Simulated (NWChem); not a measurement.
System: C$_{6}$H$_{14}$N, doublet; SMILES C(C)N(CC)[CH]C

NWChem input:

```
start job
memory heap 200 mb stack 900 mb global 1100 mb
geometry units angstroms
  C     -1.331873    -1.607952     1.084771
  C     -1.335665    -0.630074    -0.038770
  N     -0.168343    -0.083218    -0.553659
  C     -0.168576     1.297160    -0.962500
  C     -0.176910     2.284326     0.210587
  C      1.068304    -0.811091    -0.556577
  C      1.978062    -0.529021     0.646117
  H     -0.651549    -2.439863     0.904605
  H     -1.040104    -1.152014     2.043337
  H     -2.334171    -2.013016     1.208736
  H     -2.194053     0.015500    -0.128593
  H      0.711172     1.475539    -1.586897
  H     -1.061210     1.478556    -1.574197
  H     -0.241514     3.303986    -0.161508
  H      0.725235     2.187804     0.808377
  H     -1.034482     2.090107     0.849868
  H      1.614585    -0.564315    -1.475994
  H      0.834045    -1.877426    -0.586240
  H      2.846217    -1.182917     0.611980
  H      1.443443    -0.706629     1.574931
  H      2.324437     0.501215     0.634106
end
basis spherical
  * library def2-svp
end
dft
  odft
  mult 2
  xc pbe0
  iterations 150
end
driver
  maxiter 120
end
task dft optimize
```

Parts of the log:

```
             Northwest Computational Chemistry Package (NWChem) 7.3.0
             --------------------------------------------------------

 C1  symmetry detected

                             Geometry "geometry" -> ""
                             -------------------------

 Output coordinates in angstroms (scale by  1.889725989 to convert to a.u.)

  No.       Tag          Charge          X              Y              Z
 ---- ---------------- ---------- -------------- -------------- --------------
    1 C                    6.0000    -1.06198813    -2.04863357     0.47945343
    2 C                    6.0000    -1.21672777    -0.80831757    -0.33065522
    3 N                    7.0000    -0.15463438     0.04534407    -0.59527236
    4 C                    6.0000    -0.39082094     1.46542003    -0.60922287
    5 C                    6.0000    -0.59614130     2.06681699     0.78607800
    6 C                    6.0000     1.19097548    -0.43890278    -0.71335088
    7 C                    6.0000     2.01312773    -0.36168178     0.57962961
    8 H                    1.0000    -0.24203159    -2.67263792     0.12495901
    9 H                    1.0000    -0.87397655    -1.83973492     1.54381727
   10 H                    1.0000    -1.97916590    -2.63103642     0.41914350
   11 H                    1.0000    -2.17376508    -0.31364626    -0.29834732
   12 H                    1.0000     0.45549672     1.95437598    -1.09944296
   13 H                    1.0000    -1.28944675     1.66266724    -1.20708438
   14 H                    1.0000    -0.83265689     3.12496757     0.70414748
   15 H                    1.0000     0.29711854     1.95528474     1.39450416
   16 H                    1.0000    -1.41812573     1.56233464     1.28774532
   17 H                    1.0000     1.70276386     0.14307140    -1.49054304
   18 H                    1.0000     1.14941163    -1.47706985    -1.04996502
   19 H                    1.0000     2.98364706    -0.82769761     0.42679026
   20 H                    1.0000     1.50041369    -0.87900025     1.38558459
   21 H                    1.0000     2.17220722     0.67250525     0.87400529

 Effective nuclear repulsion energy (a.u.)     330.5696337177

                                Z-matrix (autoz)
                                --------

 Units are Angstrom for bonds and degrees for angles

[...]

      ----------------------
      Optimization converged
      ----------------------

  Step       Energy      Delta E   Gmax     Grms     Xrms     Xmax
  ---- ---------------- -------- -------- -------- -------- --------
@   12    -291.19511995 -2.3D-07  0.00002  0.00001  0.00043  0.00120
                                     ok       ok       ok       ok

                                Z-matrix (autoz)
                                --------

 Units are Angstrom for bonds and degrees for angles

      Type          Name      I     J     K     L     M      Value     Gradient
      ----------- --------  ----- ----- ----- ----- ----- ---------- ----------
    1 Stretch                  1     2                       1.48804    0.00000
    2 Stretch                  1     8                       1.10349   -0.00000
    3 Stretch                  1     9                       1.11266   -0.00001
    4 Stretch                  1    10                       1.09994   -0.00000
    5 Stretch                  2     3                       1.38641    0.00001
    6 Stretch                  2    11                       1.09355   -0.00001
    7 Stretch                  3     4                       1.44377    0.00000
    8 Stretch                  3     6                       1.44335   -0.00000
    9 Stretch                  4     5                       1.52450    0.00001
   10 Stretch                  4    12                       1.10262    0.00000
   11 Stretch                  4    13                       1.10701   -0.00000
   12 Stretch                  5    14                       1.10171    0.00000
   13 Stretch                  5    15                       1.10052    0.00000
   14 Stretch                  5    16                       1.10087    0.00000
   15 Stretch                  6     7                       1.52523   -0.00000
   16 Stretch                  6    17                       1.10509   -0.00000
   17 Stretch                  6    18                       1.10201    0.00000
   18 Stretch                  7    19                       1.10192    0.00000
   19 Stretch                  7    20                       1.10051   -0.00000
   20 Stretch                  7    21                       1.10094    0.00000
   21 Bend                     1     2     3               122.17021   -0.00000
   22 Bend                     1     2    11               118.12449   -0.00000
   23 Bend                     2     1     8               113.21421   -0.00000
   24 Bend                     2     1     9               113.48767   -0.00000
   25 Bend                     2     1    10               109.86157   -0.00000
   26 Bend                     2     3     4               118.39421    0.00001
   27 Bend                     2     3     6               121.76019   -0.00000
   28 Bend                     3     2    11               113.71167    0.00000
   29 Bend                     3     4     5               114.56175    0.00000
   30 Bend                     3     4    12               108.29645   -0.00000
   31 Bend                     3     4    13               108.86860    0.00000
   32 Bend                     3     6     7               115.04422    0.00000
   33 Bend                     3     6    17               108.44662    0.00000
   34 Bend                     3     6    18               108.56189    0.00000
   35 Bend                     4     3     6               119.31013   -0.00000
   36 Bend                     4     5    14               110.83735   -0.00000
   37 Bend                     4     5    15               111.43795    0.00000
   38 Bend                     4     5    16               110.66295    0.00000
   39 Bend                     5     4    12               109.70048   -0.00001
   40 Bend                     5     4    13               109.14673   -0.00000
   41 Bend                     6     7    19               110.69317   -0.00001
   42 Bend                     6     7    20               111.04615    0.00000
   43 Bend                     6     7    21               111.36732    0.00001
   44 Bend                     7     6    17               109.22855    0.00000
   45 Bend                     7     6    18               109.59249   -0.00001
   46 Bend                     8     1     9               106.22746    0.00000
   47 Bend                     8     1    10               106.66127   -0.00000
   48 Bend                     9     1    10               106.96636    0.00001
   49 Bend                    12     4    13               105.90898    0.00000
   50 Bend                    14     5    15               108.15596    0.00000
   51 Bend                    14     5    16               107.88119   -0.00000
   52 Bend                    15     5    16               107.72595   -0.00000
   53 Bend                    17     6    18               105.53620    0.00000
   54 Bend                    19     7    20               108.10654    0.00000
   55 Bend                    19     7    21               107.73771   -0.00000
   56 Bend                    20     7    21               107.74406   -0.00000
   57 Torsion                  1     2     3     4        -156.55623    0.00000
   58 Torsion                  1     2     3     6          31.89804    0.00000
   59 Torsion                  2     3     4     5          82.30324    0.00001
   60 Torsion                  2     3     4    12        -154.91144    0.00001
   61 Torsion                  2     3     4    13         -40.19643    0.00001
   62 Torsion                  2     3     6     7         -99.07549    0.00002
   63 Torsion                  2     3     6    17         138.30494    0.00001
   64 Torsion                  2     3     6    18          24.10907    0.00001
   65 Torsion                  3     2     1     8         -54.02056    0.00000
   66 Torsion                  3     2     1     9          67.17212    0.00000
   67 Torsion                  3     2     1    10        -173.14014    0.00001
   68 Torsion                  3     4     5    14        -177.47967    0.00000
   69 Torsion                  3     4     5    15          62.01330    0.00000
   70 Torsion                  3     4     5    16         -57.83244    0.00000
   71 Torsion                  3     6     7    19         179.34538   -0.00001
   72 Torsion                  3     6     7    20          59.25866   -0.00000
   73 Torsion                  3     6     7    21         -60.82047   -0.00001
   74 Torsion                  4     3     2    11          -4.36590   -0.00000
   75 Torsion                  4     3     6     7          89.45412    0.00002
   76 Torsion                  4     3     6    17         -33.16546    0.00001
   77 Torsion                  4     3     6    18        -147.36132    0.00001
   78 Torsion                  5     4     3     6        -105.93891    0.00001
   79 Torsion                  6     3     2    11        -175.91163   -0.00000
   80 Torsion                  6     3     4    12          16.84641    0.00001
   81 Torsion                  6     3     4    13         131.56142    0.00001
   82 Torsion                  8     1     2    11         154.94865    0.00000
   83 Torsion                  9     1     2    11         -83.85868    0.00001
   84 Torsion                 10     1     2    11          35.82906    0.00001
   85 Torsion                 12     4     5    14          60.49663    0.00001
   86 Torsion                 12     4     5    15         -60.01040    0.00000
   87 Torsion                 12     4     5    16        -179.85614    0.00000
   88 Torsion                 13     4     5    14         -55.13083    0.00001
   89 Torsion                 13     4     5    15        -175.63787    0.00001
   90 Torsion                 13     4     5    16          64.51640    0.00001
   91 Torsion                 17     6     7    19         -58.45524   -0.00000
   92 Torsion                 17     6     7    20        -178.54196   -0.00000
   93 Torsion                 17     6     7    21          61.37891   -0.00001
   94 Torsion                 18     6     7    19          56.71158   -0.00000
   95 Torsion                 18     6     7    20         -63.37515   -0.00000
   96 Torsion                 18     6     7    21         176.54573   -0.00001

                         Geometry "geometry" -> "geometry"
                         ---------------------------------

 Output coordinates in angstroms (scale by  1.889725989 to convert to a.u.)

[...]
```

Level: PBE0/def2-SVP, spin-unrestricted. No frequency run checked for a minimum.
